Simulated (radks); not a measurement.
Results of a calculation; reference values are marked as such.
Trend from Zr to Cd: ionisation energy by Delta-SCF between NIST ground configurations, and size. Level of theory: scalar-relativistic Kohn-Sham, PBE, spin-polarised, spherical densities, point nucleus; open shells are filled with parallel spins first (spin-orbit coupling, left out, can overturn this in heavy ions) (a radial shooting solver on a logarithmic mesh with Libxc functionals).

Zr: configuration [Kr] 4d2 5s2; configuration of the ion [Kr] 4d2 5s1; IE (eV) 6.438; NIST (eV) 6.634; kind exp.; -e(HOMO) (eV) 4.047 (5s); outermost 5s; <r> outermost (bohr) 3.83
Nb: configuration [Kr] 4d4 5s1; configuration of the ion [Kr] 4d4; IE (eV) 7.163; NIST (eV) 6.759; kind exp.; -e(HOMO) (eV) 3.713 (4d); outermost 5s; <r> outermost (bohr) 3.61
Mo: configuration [Kr] 4d5 5s1; configuration of the ion [Kr] 4d5; IE (eV) 7.458; NIST (eV) 7.092; kind exp.; -e(HOMO) (eV) 4.571 (4d); outermost 5s; <r> outermost (bohr) 3.48
Tc: configuration [Kr] 4d5 5s2; configuration of the ion [Kr] 4d5 5s1; IE (eV) 6.866; NIST (eV) 7.119; kind exp.; -e(HOMO) (eV) 4.242 (5s); outermost 5s; <r> outermost (bohr) 3.51
Ru: configuration [Kr] 4d7 5s1; configuration of the ion [Kr] 4d7; IE (eV) 7.778; NIST (eV) 7.361; kind exp.; -e(HOMO) (eV) 3.838 (4d); outermost 5s; <r> outermost (bohr) 3.30
Rh: configuration [Kr] 4d8 5s1; configuration of the ion [Kr] 4d8; IE (eV) 7.852; NIST (eV) 7.459; kind exp.; -e(HOMO) (eV) 4.762 (5s); outermost 5s; <r> outermost (bohr) 3.24
Pd: configuration [Kr] 4d10; configuration of the ion [Kr] 4d9; IE (eV) 8.949; NIST (eV) 8.337; kind exp.; -e(HOMO) (eV) 4.048 (4d); outermost 4d; <r> outermost (bohr) 1.59
Ag: configuration [Kr] 4d10 5s1; configuration of the ion [Kr] 4d10; IE (eV) 7.947; NIST (eV) 7.576; kind exp.; -e(HOMO) (eV) 4.734 (5s); outermost 5s; <r> outermost (bohr) 3.14
Cd: configuration [Kr] 4d10 5s2; configuration of the ion [Kr] 4d10 5s1; IE (eV) 9.046; NIST (eV) 8.994; kind exp.; -e(HOMO) (eV) 5.660 (5s); outermost 5s; <r> outermost (bohr) 2.90

Reference values: NIST Atomic Spectra Database (exp. = measured, semi-emp. = semi-empirical, theory = theoretical value adopted there). Open shells are spherical and high-spin; term and fine-structure splittings are not resolved.
